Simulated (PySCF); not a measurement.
Give a PBE0-D3(BJ)/def2-SVP geometry of `FB(F)[C@@H]1O[C@H]1F`.

```
atom  x, y, z in Å
F1     1.459    1.533    0.500
B2     1.406    0.346   -0.063
F3     2.530   -0.317   -0.227
C4     0.040   -0.279   -0.479
O5    -1.042    0.651   -0.738
C6    -1.146   -0.110    0.379
F7    -2.086   -1.066    0.359
H8     0.018   -1.171   -1.118
H9    -1.121    0.399    1.352
```

Orientation and origin are arbitrary. Atoms count from 1 in this order. B2 (three-coordinate boron) is planar (angles 120.9°, 120.8° and 118.3°, sum 360.0°, 0.01 Å off the plane of its three neighbours). The C–O distances run from 1.355 Å (O5–C6, drawn single) to 1.450 Å (C4–O5, drawn single), a spread of 0.095 Å. The 3-membered ring C4–O5–C6 has internal angles of 55.2° to 63.3°.

Bonds between heavy atoms (Å): F1–B2 1.315, B2–F3 1.316, B2–C4 1.558, C4–O5 1.450, O5–C6 1.355, C6–F7 1.340, C4–C6 1.474.

The calculation used PBE0-D3(BJ)/def2-SVP geometry optimisation, gas phase (PySCF 2.14.0).

Point group: C1 (no symmetry element, even within 0.4 Å). PBE0-D3(BJ)/def2-SVP frequencies: not computed here. One conformer, not necessarily the lowest (F1–B2–C4–O5 25°).
